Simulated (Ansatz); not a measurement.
**A van 't Hoff estimate for C2H7BrSi + C2H4Br2 ⇌ C3H10Si + CHBr3**

Gas-phase species: C2H7BrSi `CC[SiH2]Br`, singlet; C2H4Br2 (1,1-dibromoethane) `CC(Br)Br`, singlet; C3H10Si `CC[SiH2]C`, singlet; CHBr3 (bromoform) `BrC(Br)Br`, singlet. The partners trade Br for CH3: Si–Br and C–CH3 bonds give way to Si–CH3 and C–Br.

The electronic reaction energy at CCSD(T)/def2-TZVPP is +152.5 kJ/mol. Shapes: PBE0-D4/def2-TZVP. Flexible molecules stand in one conformer, not always the lowest. Programs: Ansatz 0.2.0. Enthalpy and entropy come from rigid-rotor, harmonic-oscillator sums on unscaled PBE0-D4/def2-TZVP wavenumbers, ideal gases at 1 bar; R ln 2 is added for the mirror twin of the chiral shape of C3H10Si. Symmetry numbers: C2H7BrSi 1, C2H4Br2 1, C3H10Si 1, CHBr3 3. R = 8.3145 J/(mol K).

| T (K) | ΔH (kJ/mol) | ΔS (J/(mol K)) |
| --- | --- | --- |
| 700 | +148.0 | +6.4 |
| 1000 | +149.0 | +7.6 |
| 1300 | ? | ? |

Question: Work out ln K at 700 and 1000 K, and from these estimate it at 1300 K.

Answer: 
1. 700 K: ΔG = +148.0 − 700 × (+6.4)/1000 = +143.5 kJ/mol; ln K = −ΔG/RT = -24.66.
2. 1000 K: ΔG = +149.0 − 1000 × (+7.6)/1000 = +141.4 kJ/mol; ln K = −ΔG/RT = -17.01.
3. Slope against 1000/T: (-17.01 − (-24.66))/(1.0000 − 1.4286) = -17.85, that is −ΔH/R with ΔH near +148 kJ/mol.
4. 1300 K: ln K = -24.66 + (-17.85) × (0.7692 − 1.4286) = -12.89.

The full sums give ΔH = +149.7 kJ/mol, ΔS = +8.1 J/(mol K), ΔG = +139.2 kJ/mol and ln K = -12.88 at 1300 K, so the line is off by -0.01 in ln K; without rounding the miss is -0.02, from the change of ΔH with temperature. The reactants are favoured over this whole range. An error of 10 kJ/mol in the energy moves ln K by 0.9 at 1300 K. Soft modes are treated as harmonic, which can err either way at these temperatures; the lowest are those of C2H7BrSi (69 cm⁻¹), C2H4Br2 (170 cm⁻¹), C3H10Si (79 cm⁻¹), CHBr3 (153 cm⁻¹). Other conformers aren't counted. Other reactions of these species are left aside. Relativity is left out for Br. Outer-core shells of Br are correlated, in sets that cover them unevenly.
